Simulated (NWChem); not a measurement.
System meant: GeSiH$_{3}$F$_{3}$; SMILES F[Si](F)(F)[GeH3]

Input file for NWChem:

```
start job
memory heap 200 mb stack 900 mb global 1100 mb
geometry units angstroms noautoz
  F      1.484961     1.476049     0.138440
  Si    -0.000117     0.876473     0.000169
  F     -0.862426     1.477822     1.216281
  F     -0.622224     1.475755    -1.355512
  Ge    -0.000744    -1.480365     0.001882
  H      0.604223    -1.979173     1.321190
  H      0.838907    -1.981030    -1.181221
  H     -1.445593    -1.979921    -0.133168
end
basis spherical
  F library def2-svp
  Si library def2-svp
  Ge library def2-svp
  H library def2-svp
end
dft
  odft
  mult 2
  xc xpbe96 cpbe96
  iterations 150
  mulliken
end
task dft energy
```

End of the output:

```
 Summary of "ao basis" -> "" (spherical)
 ------------------------------------------------------------------------------
       Tag                 Description            Shells   Functions and Types
 ---------------- ------------------------------  ------  ---------------------
 F                          def2-svp                 6       14   3s2p1d
 Si                         def2-svp                 8       18   4s3p1d
 Ge                         def2-svp                12       32   5s4p3d
 H                          def2-svp                 3        5   2s1p

  pbe96 is a nonlocal functional; adding pw91lda local functional.

                                 NWChem DFT Module
                                 -----------------

 Summary of "ao basis" -> "ao basis" (spherical)
 ------------------------------------------------------------------------------
       Tag                 Description            Shells   Functions and Types
 ---------------- ------------------------------  ------  ---------------------
 F                          def2-svp                 6       14   3s2p1d
 Si                         def2-svp                 8       18   4s3p1d
 Ge                         def2-svp                12       32   5s4p3d
 H                          def2-svp                 3        5   2s1p

      Symmetry analysis of basis
      --------------------------

        a          39
        e+         34
        e-         34

  Rotation of axis
  number of electrons :                   76
  multiplicity        :                    2
 ------------------------------------------------------------------------
  no. of electrons and multiplicity not compatible                  76
 ------------------------------------------------------------------------
 ------------------------------------------------------------------------
  current input line :
    26: task dft energy
 ------------------------------------------------------------------------
 ------------------------------------------------------------------------
 There is an error in the input file
 ------------------------------------------------------------------------
 For more information see the NWChem manual at https://nwchemgit.github.io

0: no. of electrons and multiplicity not compatible:Received an Error in Communication
```

Problem. What is wrong, and how is it mended?

Solution. The input was rejected before any calculation. Cause: the multiplicity doesn't fit the number of electrons (an even count wants an odd multiplicity, and the reverse). This input runs:
```
start job
memory heap 200 mb stack 900 mb global 1100 mb
geometry units angstroms noautoz
  F      1.484961     1.476049     0.138440
  Si    -0.000117     0.876473     0.000169
  F     -0.862426     1.477822     1.216281
  F     -0.622224     1.475755    -1.355512
  Ge    -0.000744    -1.480365     0.001882
  H      0.604223    -1.979173     1.321190
  H      0.838907    -1.981030    -1.181221
  H     -1.445593    -1.979921    -0.133168
end
basis spherical
  * library def2-svp
end
dft
  xc xpbe96 cpbe96
  iterations 150
  mulliken
end
task dft energy
```
It converges to -2666.66579 Ha (PBE/def2-SVP).
